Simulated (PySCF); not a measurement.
HO$_{3}$W (SMILES [O]=[W+](=[O])[OH]), charge +1, singlet, geometry from GFN2-xTB (such geometries of metal compounds can be far from the true shape) (the multiplicity is a formal guess) (core potentials on W). Base run: HF/def2-SVP (PySCF).

The PySCF input:
```python
from pyscf import gto, scf

mol = gto.M(
    atom='''
W     0.074112    0.070371    0.099213
O     1.381186   -0.663937   -0.778060
O    -0.752174   -1.076807    1.108416
O    -1.098515    0.921012   -1.040707
H    -1.728287    1.350414   -1.658919
''',
    basis='def2-svp',
    ecp={'W': 'def2-svp'},
    charge=1,
    spin=0,
    verbose=4,
)

mf = scf.RHF(mol)
mf.kernel()
mf.analyze()
```

The base run was repeated with changes; each row names its change, and settings that it needs were set with it.

| change | basis functions | E (Eh) | HOMO (eV) | HOMO-LUMO gap (eV) |
|---|---|---|---|---|
| base | 79 | -291.06467 | -19.64 | 11.46 |
| basis = x2c-SVPall; relativity = spin-free X2C (without ecp={'W': 'def2-svp'}) | 113 | -16364.24909 | -19.89 | 11.46 |
| basis = x2c-TZVPall; relativity = spin-free X2C; nucleus = Gaussian (with nucmod='G'; without ecp={'W': 'def2-svp'}) | 180 | -16363.44066 | -19.55 | 11.30 |
| basis = jorge-DZP-DKH; relativity = none (without ecp={'W': 'def2-svp'}) | 110 | -15209.72297 | -19.58 | 12.65 |
| basis = x2c-TZVPall; relativity = none (without ecp={'W': 'def2-svp'}) | 180 | -15036.63808 | -19.51 | 11.86 |
| basis = jorge-DZP-DKH; relativity = spin-free X2C; nucleus = Gaussian (with nucmod='G'; without ecp={'W': 'def2-svp'}) | 110 | -16349.37754 | -19.52 | 11.17 |
| basis = jorge-DZP-DKH; relativity = spin-free X2C (without ecp={'W': 'def2-svp'}) | 110 | -16351.04171 | -19.52 | 11.16 |
| basis = x2c-TZVPall; relativity = spin-free X2C (without ecp={'W': 'def2-svp'}) | 180 | -16365.38987 | -19.55 | 11.30 |
| basis = x2c-SVPall; relativity = none (without ecp={'W': 'def2-svp'}) | 113 | -13868.86573 | -19.76 | 10.51 |
| basis = x2c-SVPall; relativity = spin-free X2C; nucleus = Gaussian (with nucmod='G'; without ecp={'W': 'def2-svp'}) | 113 | -16362.36231 | -19.89 | 11.46 |

Total energies compare only within one method and basis.

Basis sets contracted for a relativistic Hamiltonian are a mismatch without it, so the rows without relativity aren't non-relativistic limits. No row has spin-orbit coupling; sets with core potentials leave out the core electrons.
